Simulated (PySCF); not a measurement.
**Ir(75+): ionisation energy**

Ir(75+) 1s2 (1S) → Ir(76+) 1s1 (2S), as a difference of total energies. Computed with PySCF 2.14 in an uncontracted even-tempered set (16 s from 230 bohr⁻², ratio 2.2; 7 p from 350 bohr⁻², ratio 2.4; 4 d from 1100 bohr⁻², ratio 2.4; 3 f from 1600 bohr⁻², ratio 2.4; 3 g from 2400 bohr⁻², ratio 2.4), with scalar relativity by spin-free X2C-1e. Correlated levels: nothing frozen; virtual orbitals above 40 to 60 times the deepest correlated orbital energy dropped. The calculations carry no spin-orbit coupling.

```tsv
method	ionisation energy (eV)	difference from reference (eV)
UHF	86666.9	+224.5
MP2 (all electrons)	86669.0	+226.6
SCS-MP2 (all electrons)	86669.4	+227.0
CCSD (all electrons)	86669.0	+226.6
```

Reference: 86442.44 ± 0.25 eV (theoretical estimate listed by NIST; NIST Atomic Spectra Database, ionization energies).

For this ion Breit and QED terms and the two-electron picture change, all absent here, outweigh the differences among the correlated methods.

With two correlated electrons CCSD is exact in that space.
